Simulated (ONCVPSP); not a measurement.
# Rb (Z = 37): ONCV pseudisation with LDA (Perdew-Wang 92), scalar-relativistic reference atom.

* Element: rubidium
* Generator: ONCVPSP 4.0.1
* Type: optimised norm-conserving Vanderbilt (ONCV)
* Functional: LDA (Perdew-Wang 92)
* Relativity: scalar-relativistic
* Frozen core: [Ar] 3d10
* Valence charge: 9
* Reference configuration: 4s2 4p6 5s1
* Partial waves: 4s+5s: rc 2.65 bohr, ncon 4, nbas 8, qcut 4.4 1/bohr, 2 projectors; 4p: rc 2.75 bohr, ncon 4, nbas 8, qcut 6.1 1/bohr, 2 projectors, debl 0.7 Ha; d scattering state at 0.18 Ha: rc 3.00 bohr, ncon 5, nbas 8, qcut 2.7 1/bohr, 2 projectors, debl 3.4 Ha
* Local potential: polynomial inside 2.10 bohr (lpopt 5, dvloc0 3 Ha)
* Core correction: none

All-electron outer shells of the reference configuration (LDA (PZ), scalar-relativistic, ld1.x):

| shell | level (eV) | outermost node (bohr) | outermost maximum (bohr) |
| --- | --- | --- | --- |
| 4s | -31.97 | 0.62 | 1.25 |
| 4p | -16.03 | 0.64 | 1.42 |
| 5s | -2.37 | 1.79 | 4.22 |

(1) Estimate the cutoffs (Ha) at which the residual kinetic energy of the hardest occupied pseudo-wave falls to 1 and 0.1 mHa per electron.

(2) Does the potential have ghost states?

(3) Which valence shell sets the plane-wave cutoff?

(4) Tests: 4s2 4p6 5s0; 4s2 4p6 5s0.5; 4s2 4p6 5s0 5p1; 4s1 4p6 5s1. Which has the largest error in its energy relative to the reference configuration, and how large is it?

Results:

(1) 7.4 Ha and 9.4 Ha.

(2) No bound ghost flagged; no localised positive-energy state flagged.

(3) 4p: 7 Ha for 1 mHa per electron, against 4 Ha for 4s.

(4) 4s1 4p6 5s1, with -189 meV (all-electron minus pseudo) on +37.84 eV.
